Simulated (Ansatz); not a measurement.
One change: `BO[Si](C)(O)O` becomes `BO[Si](O)(O)O`.

Ansatz, PBE0-D4/def2-TZVP geometries, multiplicity 1. Each molecule was computed in one conformer, which needn't be the lowest.

```json
{"property": "size of the dipole moment (ωB97M-V/def2-TZVPP) / D", "`BO[Si](C)(O)O`": "1.85"}
{"property": "LUMO energy (PBE/def2-TZVPP) / eV", "`BO[Si](C)(O)O`": "-1.49"}
{"property": "HOMO–LUMO gap (ωB97M-V/def2-TZVPP) / eV", "`BO[Si](C)(O)O`": "11.98"}
{"property": "LUMO energy (PBE0/def2-TZVPP) / eV", "`BO[Si](C)(O)O`": "-0.47"}
{"property": "HOMO–LUMO gap (B3LYP/def2-TZVPP) / eV", "`BO[Si](C)(O)O`": "7.31"}
{"property": "HOMO energy (ωB97M-V/def2-TZVPP) / eV", "`BO[Si](C)(O)O`": "-10.58"}
```

(1) Give the same properties after the change, and the shifts. (An estimate is asked.)

Answers

(1) The calculation gave: 
```json
{"property": "size of the dipole moment (ωB97M-V/def2-TZVPP) / D", "`BO[Si](O)(O)O`": "1.49", "shift": "-0.36"}
{"property": "LUMO energy (PBE/def2-TZVPP) / eV", "`BO[Si](O)(O)O`": "-1.61", "shift": "-0.12"}
{"property": "HOMO–LUMO gap (ωB97M-V/def2-TZVPP) / eV", "`BO[Si](O)(O)O`": "12.16", "shift": "0.18"}
{"property": "LUMO energy (PBE0/def2-TZVPP) / eV", "`BO[Si](O)(O)O`": "-0.60", "shift": "-0.13"}
{"property": "HOMO–LUMO gap (B3LYP/def2-TZVPP) / eV", "`BO[Si](O)(O)O`": "7.45", "shift": "0.14"}
{"property": "HOMO energy (ωB97M-V/def2-TZVPP) / eV", "`BO[Si](O)(O)O`": "-10.87", "shift": "-0.29"}
```

With PBE0 the HOMO falls by 0.27 eV and the LUMO falls by 0.13 eV, so the gap widens by about 0.14 eV. PBE moves the HOMO by -0.22 eV and ωB97M-V by -0.29 eV. Dipoles are sizes alone; their direction can turn.

B3LYP here is the variant with VWN-RPA as its local correlation; programs differ in this.
